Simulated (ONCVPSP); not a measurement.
# Varying the ONCV potential for carbon

Base potential:

ONCVPSP 4.0.1 input, shortened (lines: element, Z, core and valence counts, functional; n l f; lmax; l rc ep ncon nbas qcut; lloc lpopt rc5 dvloc0; l nproj debl; icmod fcfact rcfact), LDA (Perdew-Wang 92), scalar-relativistic:

```
  C 6.00    1    2  -001012      upf
    1    0    2.00
    2    0    2.00
    2    1    1.50
    2
    0    1.00    0.00    4    7    7.60
    1    1.75    0.00    3    6    7.60
    2    1.55    0.29    3    6    6.30
    0    5    1.00    0.00
    0    0    2.50
    1    2    0.80
    2    3    2.60
    3    4.00    1.10
```

Cutoffs, loose and tight: the cutoffs (Ha) at which the residual kinetic energy of the hardest occupied pseudo-wave falls to 1 and 0.1 mHa per electron. They do not see the model core or the augmentation charge, which bear on the density cutoff. Test errors are all-electron minus pseudo excitation energies from the reference, over the configurations 2s2 2p2; 2s2 2p1; 2s2 2p0; 2s0 2p4. A dash means not determined; rows that change the core or the reference have their own tests.

```csv
change,outcome,"cutoff, loose","cutoff, tight",bound ghosts,GHOST(+) flags above zero,largest test error (meV)
base,generated,21 Ha,27 Ha,none,none,+146
"core correction Teter function, fcfact 1.7, rcfact 1.1",generated,21 Ha,27 Ha,none,none,+153
"core correction Teter function, fcfact 2.3, rcfact 1.1",generated,21 Ha,27 Ha,none,none,+151
"core correction Teter function, fcfact 3.4, rcfact 1.1",generated,21 Ha,27 Ha,none,none,+148
"core correction Teter function, fcfact 4.3, rcfact 1.1",generated,21 Ha,27 Ha,none,none,+145
"core correction Teter function, fcfact 5.4, rcfact 1.1",generated,21 Ha,27 Ha,none,none,+143
"core correction Teter function, fcfact 6.8, rcfact 1.1",generated,21 Ha,27 Ha,none,none,+140
"core correction Teter function, fcfact 7.5, rcfact 1.1",generated,21 Ha,27 Ha,none,none,+139
```

Reading the sweep of the fcfact (base included, trends over the rows without a ghost): The loose cutoff stays near 21 Ha. The median size of the test errors (rows with all tests solved) stays near 27.7 meV.
